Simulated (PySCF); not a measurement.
Compound: C7H5F2N3.
Bonds: C1–N2, N2–N3 (aromatic), N3–N4 (aromatic), N4–C5 (aromatic), C5–C6 (aromatic), C6–F7, C6–C8 (aromatic), C8–F9, C8–C10 (aromatic), C10–C11 (aromatic), C11–C12 (aromatic), N2–C12 (aromatic), C5–C12 (aromatic). Hydrogens: H13, H14, H15 on C1; H16 on C10; H17 on C11.

NICS is the negative of the GIAO shielding at a point without a nucleus: at the ring centre (0) and 1 Å above and below it (1); zz is the component along the ring normal. Level: GIAO PBE0/pcSseg-1 (PySCF, non-relativistic, gas phase) on the GFN2-xTB geometry, one conformer.

Ring bond lengths (Å), with Mayer bond orders in brackets: N2–N3 1.334 (1.18), N3–N4 1.265 (1.54), N4–C5 1.361 (1.26), C5–C12 1.420 (1.16), C12–N2 1.360 (0.90); C5–C6 1.398 (1.25), C6–C8 1.381 (1.43), C8–C10 1.401 (1.38), C10–C11 1.374 (1.48), C11–C12 1.391 (1.34), C12–C5 1.420 (1.16).

Q: What do the NICS probes read (ppm)?

A: 
| ring | type | NICS(0) | NICS(1), two faces | NICS(1)zz, two faces | rms pucker (Å) | centre to ring atoms, mean (Å) |
| --- | --- | --- | --- | --- | --- | --- |
| N2–N3–N4–C5–C12 | 5-membered ring with 3 N; formal bonds all aromatic | -13.4 | -13.6 / -13.6 | -33.2 / -33.1 | 0.00 | 1.15 |
| C5–C6–C8–C10–C11–C12 | 6-membered carbocycle; formal bonds all aromatic | -13.4 | -12.2 / -12.3 | -28.1 / -28.0 | 0.00 | 1.39 |

Q: What do they say, and how far can they be read as aromaticity?

A: 
- N2–N3–N4–C5–C12: mean NICS(1)zz -33.2 ppm, shielded. The ring is flat and has no four-coordinate atom; by the NICS criterion it is aromatic, though in fused rings the probe also feels the neighbouring ring.
- C5–C6–C8–C10–C11–C12: mean NICS(1)zz -28.0 ppm, shielded. The ring is flat and has no four-coordinate atom; by the NICS criterion it is aromatic, though in fused rings the probe also feels the neighbouring ring.

Q: And the bond-length index? HOMA = 1 − mean of α(R − Ropt)² over the ring bonds, with Krygowski's 1993 parameters (CC: Ropt 1.388 Å, α 257.7 Å⁻²; CN: Ropt 1.334 Å, α 93.52 Å⁻²; NN: Ropt 1.309 Å, α 130.33 Å⁻²).

A: 
- N2–N3–N4–C5–C12: HOMA 0.85; the largest term is that of C5–C12, α(R − Ropt)² = 0.26. The geometric and the magnetic index point the same way.
- C5–C6–C8–C10–C11–C12: HOMA 0.93 = 1 − EN − GEO, with mean bond length 1.394 Å, EN = α(Ropt − mean)² = 0.009 and GEO = α × variance = 0.057. The geometric and the magnetic index point the same way.

Q: List the ring angles and the Hirshfeld charges of the ring atoms.

A: 
- N2–N3–N4–C5–C12: N2 109.4° (+0.037 e), N3 111.1° (-0.050 e), N4 108.7° (-0.136 e), C5 107.5° (-0.004 e), C12 103.3° (+0.022 e); sum 540.0° against 540° for a flat convex ring.
- C5–C6–C8–C10–C11–C12: C5 119.6° (-0.004 e), C6 117.0° (+0.077 e), C8 122.7° (+0.064 e), C10 121.3° (-0.059 e), C11 116.7° (-0.062 e), C12 122.7° (+0.022 e); sum 720.0° against 720° for a flat convex ring.

Q: What are the shieldings of the ring atoms and their hydrogens in the same run (means over atoms taken as equivalent)?

A: 
```json
{"atoms": "N2", "environment": "pyrrole-type nitrogen", "σ isotropic (ppm)": "29.1", "principal values of the symmetric part, first atom (ppm)": "-122.9, 95.4, 114.6"}
{"atoms": "N3", "environment": "pyridine-type nitrogen", "σ isotropic (ppm)": "-155.2", "principal values of the symmetric part, first atom (ppm)": "-409.9, -138.9, 83.2"}
{"atoms": "N4", "environment": "pyridine-type nitrogen", "σ isotropic (ppm)": "-99.6", "principal values of the symmetric part, first atom (ppm)": "-342.4, -151.9, 195.4"}
{"atoms": "C5", "environment": "ring-fusion aromatic carbon", "σ isotropic (ppm)": "43.7", "principal values of the symmetric part, first atom (ppm)": "-5.2, 17.7, 118.4"}
{"atoms": "C6", "environment": "aromatic C–F carbon", "σ isotropic (ppm)": "35.0", "principal values of the symmetric part, first atom (ppm)": "-11.1, 24.3, 91.8"}
{"atoms": "C8", "environment": "aromatic C–F carbon", "σ isotropic (ppm)": "30.6", "principal values of the symmetric part, first atom (ppm)": "-23.9, 25.8, 89.9"}
{"atoms": "C10", "environment": "aromatic CH carbon", "σ isotropic (ppm)": "63.7", "principal values of the symmetric part, first atom (ppm)": "-22.6, 50.6, 163.0"}
{"atoms": "C11", "environment": "aromatic CH carbon", "σ isotropic (ppm)": "79.9", "principal values of the symmetric part, first atom (ppm)": "-4.2, 60.9, 183.0"}
{"atoms": "C12", "environment": "ring-fusion aromatic carbon", "σ isotropic (ppm)": "47.5", "principal values of the symmetric part, first atom (ppm)": "-16.4, 12.0, 146.8"}
{"atoms": "H16", "environment": "aromatic hydrogen", "σ isotropic (ppm)": "24.00", "principal values of the symmetric part, first atom (ppm)": "19.6, 25.1, 27.2"}
{"atoms": "H17", "environment": "aromatic hydrogen", "σ isotropic (ppm)": "24.29", "principal values of the symmetric part, first atom (ppm)": "18.9, 26.0, 28.0"}
```
